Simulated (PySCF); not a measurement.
## Unknown compound

The spectra below were simulated for a compound C3H11ClSi3.

¹H NMR (300 MHz, computed): δ 5.95 (br s, 1H), 5.89 (m, 1H), 5.02 (br s, 1H), 4.48 (m, 1H), 4.38 (m, 1H), 3.71 (d, 3H), 2.09 (s, 3H).

¹³C{¹H} NMR (computed): δ 151.6 (C), 137.0 (CH2), 29.6 (CH3).

[PySCF 2.14.0 with density-fitted response routines: geometry: GFN2-xTB; NMR shieldings at PBE0/pcSseg-1/GIAO; no solvent model; non-relativistic Hamiltonian; one averaged value for each set of equivalent atoms; a single conformation]

References, each an isolated molecule treated in the same way: TMS for ¹H (σ = 31.72 ppm), ¹³C (σ = 186.93 ppm).

Choose the structure that fits.
A. [SiH3]/C=C(/Cl)[SiH2]C[SiH3]
B. [SiH3]/C=C(\Cl)[SiH2]C[SiH3]
C. ClC1[SiH2]C[SiH2]C[SiH2]1
D. C=C(C)[SiH2][Si@H]([SiH3])Cl

Answers

D. 

1. Rings plus π bonds: 1 (no ring in the answer).
2. 3 carbon signals for 3 carbons: no two carbons are equivalent.
3. Carbon types of the structure: 1 × C, 1 × CH2, 1 × CH3, leaving 6 H on heteroatoms.
4. δC 151.6: fully substituted alkene carbon; as expected for a trigonal carbon in a double bond.
5. δC 137.0: terminal =CH2 carbon; an sp2 carbon of a C=C bond.
6. δC 29.6: allylic methyl carbon; saturated and bonded to C and H only.
7. δH 5.95, 5.02: hydrogen on a terminal =CH2 carbon; attached to an sp2 carbon and in the plane of the double bond.
8. δH 2.09: hydrogen on an allylic methyl carbon; allylic position.

The others: [SiH3]/C=C(/Cl)[SiH2]C[SiH3] would give 5 signals for carbon-bound and other non-exchanging H, not 7; [SiH3]/C=C(\Cl)[SiH2]C[SiH3] would give 5 signals for carbon-bound and other non-exchanging H, not 7; ClC1[SiH2]C[SiH2]C[SiH2]1 would give 2 carbon signals, not 3.

Shifts are as computed. Against solution values, carbons near 30 ppm lie about +3 ppm off and those near 130 ppm about +5 ppm. Of 1211 compounds with measured shifts, 218 miss one by over three times the rms of a fit or turn the order of signals round; such compounds aren't used in these exercises. No couplings were computed; multiplicities are counted from neighbouring protons, with m where these are inequivalent, close in shift, in a saturated or five-membered ring or joined by F or P, and br s for small geminal =CH2 splittings.
